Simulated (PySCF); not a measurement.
**Vibration and rotation of RbLi**

RHF-CCSD(T) constants of RbLi, ¹Σ⁺ (singlet), closed shell (basis Rb def2-SVPD with ECP28, Li def2-SVPD; scalar-relativistic core potentials; PySCF 2.14; masses 84.9118 and 7.0160 u):

| Item | Value |
| --- | --- |
| ωe | 178.0 cm⁻¹ |
| ωexe | 1.17 cm⁻¹ |
| Be | 0.20393 cm⁻¹ |
| αe | 0.00161 cm⁻¹ |
| De to Rb + Li | 0.60 eV |

Q: What force constant and bond length do these constants imply?

A: Reduced mass μred = 6.4805 u; k = 5.8918×10⁻⁷·μred·ωe² (u, cm⁻¹, mdyn/Å) = 0.121 mdyn/Å; Re = √(16.8576/(μred·Be)) (u, cm⁻¹, Å) = 3.572 Å.

Q: Estimate the centrifugal constant D from the Kratzer relation and find the Dunham coefficient a1.

A: D = 4Be³/ωe² = 1.07e-06 cm⁻¹; a1 = −1 − αeωe/(6Be²) = -2.15.

Correlated steps freeze no core orbitals. Correlated levels converge slowly with the basis: in double zeta they bind strong bonds too weakly, by up to about 1 eV, and carry superposition errors of some tenths. Where the molecule has an RHF reference, its open-shell atoms are computed with UHF.
